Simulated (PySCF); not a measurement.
Si(H)(Br)(Me)(vinyl) (C₃H₇BrSi), SMILES C=C[SiH](C)Br. Atoms are numbered in the order given.

```xyz
12

Si     0.1795    -0.5009    -0.8649
C      1.5327    -1.7585    -0.5822
Br     0.3933     1.1406     0.6477
C     -1.5159    -1.2584    -0.6948
C     -2.4486    -0.8897     0.1889
H      0.3355     0.1338    -2.2070
H      1.4489    -2.5744    -1.3184
H      2.5256    -1.2970    -0.6878
H      1.4514    -2.1904     0.4264
H     -1.7512    -2.0820    -1.3849
H     -2.2722    -0.0741     0.8992
H     -3.4250    -1.3837     0.2403
```

Geometry optimised at PBE0-D3(BJ)/def2-SVP. One conformer was computed; it need not be the lowest.

Two levels are set side by side: PBE/pcSseg-1 (PySCF) and KT2/pcSseg-1 (PySCF). GIAO shifts against TMS (²⁹Si), TMS (¹H), TMS (¹³C) at the same level; non-relativistic, no solvent, atoms listed together averaged. Without spin–orbit terms, shifts of atoms bonded to Cl or Br come out too high at both levels. Differences are taken from unrounded values.

```tsv
quantity	PBE
δ(²⁹Si) of Si1 (ppm)	14.0
δ(¹³C) of C2 (ppm)	5.8
δ(¹³C) of C4 (ppm)	141.6
δ(¹³C) of C5 (ppm)	146.5
δ(¹H) of H6 (ppm)	5.95
δ(¹H) of H10 (ppm)	6.61
δ(¹H) of H11, H12 (ppm)	6.79
```

Problem. These are the PBE values. What does KT2 give? (The exact figures need the calculation; the answer reports its results.)

Solution. 
| quantity | KT2 | PBE minus KT2 |
|---|---|---|
| δ(²⁹Si) of Si1 (ppm) | 12.0 | 2.1 |
| δ(¹³C) of C2 (ppm) | 6.1 | -0.3 |
| δ(¹³C) of C4 (ppm) | 132.0 | 9.6 |
| δ(¹³C) of C5 (ppm) | 137.5 | 9.0 |
| δ(¹H) of H6 (ppm) | 5.92 | 0.03 |
| δ(¹H) of H10 (ppm) | 6.38 | 0.24 |
| δ(¹H) of H11, H12 (ppm) | 6.60 | 0.19 |

Rough cost on one machine, each run with all the roots and properties that it gave: KT2 against PBE within a factor of 2.
